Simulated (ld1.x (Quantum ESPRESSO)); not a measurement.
## Building the TM semilocal potential for Pb (PBE, scalar-relativistic).

```
Element                 : Pb
Generator               : ld1.x (Quantum ESPRESSO) 7.5
Type                    : norm-conserving Troullier–Martins (semilocal form)
Functional              : PBE
Relativity              : scalar-relativistic
Frozen core             : [Xe] 4f14
Valence charge          : 14
Reference configuration : 5d10 6s1 6p0 (charge +3)
Partial waves           : 6s (bound): rc 1.95 bohr; 6p (bound, empty): rc 2.05 bohr; 5d (bound): rc 1.70 bohr
Local potential         : the d channel
Core correction         : none
```

Results:

```
Cutoffs needed           : 55 Ry and 90 Ry (the cutoffs (Ry, on a coarse ladder) from which the occupation-weighted sum of valence levels, in a spherical-Bessel basis at the reference potential, stays within 10 and 1 mRy of its value at 400 Ry)
Ghost test               : no extra level below or beside the all-electron valence levels (s, p, d tested); the semilocal form is local in each channel, so this says nothing of the separable form that plane-wave codes build from it (spherical-Bessel basis up to 400 Ry, 20 bohr box)
Largest excitation error : -124 meV (all-electron minus pseudo) for 5d9 6s2 6p3, out of 7 test configurations
```

Generation and tests took about 2.2 s on one core of a shared server CPU.
